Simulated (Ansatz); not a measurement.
Isolated molecules relaxed with PBE0-D4/def2-TZVP in Ansatz; ΔE leaves out vibrations. CCSD(T)/CBS adds triple-zeta CCSD(T) − MP2 to the extrapolated MP2 energy (def2 sets, frozen cores). DFT in def2-TZVPP. For Ge outer-core shells are correlated without core-valence functions, which leaves a few kJ/mol of doubt a bond. Scalar relativity is left out up to krypton. Each species was taken in one conformer, which may not be the lowest.

`C[B](C)[GeH3]` + `F[SiH2]N([SiH3])[SiH3]` → `CB(C)[SiH2]F` + `[SiH3][N]([SiH3])[GeH3]`  (redistribution)

```tsv
level	ΔE (kJ/mol)
ωB97X-V	77.9
ωB97M-V	84.0
CAM-B3LYP	81.3
CCSD/CBS(def2)	84.1
```

(1) What does CCSD(T)/CBS give? (An estimate is asked.)

Largest T1 diagnostic among the species: 0.012.

Answers

(1) Computed: +83.8 kJ/mol. The listed levels differ from it by -5.9, 0.2, -2.5, 0.3 kJ/mol.

Leaving LDA and LC-ωPBE aside and taking each functional with its dispersion term where it has one, the values, not all of them listed here, spread over 8.8 kJ/mol, from revPBE-D4 to r2SCAN0-D4. LDA lies +7.0 kJ/mol from PBE without D4. At CCSD(T), def2-SVP lies −14.4 kJ/mol from the extrapolated value and def2-TZVPP −3.2 kJ/mol. From BLYP to BHLYP (50 % exact exchange), in def2-TZVPP and without D4, ΔE moves by +3.9 kJ/mol.
